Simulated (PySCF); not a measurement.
Numbering as in the mapped SMILES `[CH3:1][S:2][CH2:3][S:4][SiH3:5]`. Each H is labelled by its parent atom.

Geometry: PBE0-D3(BJ)/def2-SVP; GIAO absolute shieldings from PySCF, gas phase, non-relativistic, averaged over equivalent atoms.

At BP86/pcSseg-1 (146 basis functions, 19 s wall time on 1 thread of an Arm Neoverse V1, shared host):
```tsv
atoms	σ (ppm)
C3	133.5
C1	163.3
S2	488.3
S4	621.1
Si5	392.0
H(Si5)	26.77
H(C3)	27.66
H(C1)	29.17
```

**Question.** Estimate the result of repeating the calculation with B97-D/pcSseg-1.

**Answer.** 
| atoms | σ at B97-D/pcSseg-1 | change |
| --- | --- | --- |
| C3 | 132.9 | -0.6 |
| C1 | 161.8 | -1.5 |
| S2 | 488.3 | +0.0 |
| S4 | 620.4 | -0.7 |
| Si5 | 402.0 | +10.0 |
| H(Si5) | 27.06 | +0.29 |
| H(C3) | 27.79 | +0.13 |
| H(C1) | 29.28 | +0.11 |

The largest change is at Si5 (silicon bonded to S, 3 H). Cost: 146 basis functions, 19 s wall time on 1 thread of an Arm Neoverse V1, shared host.
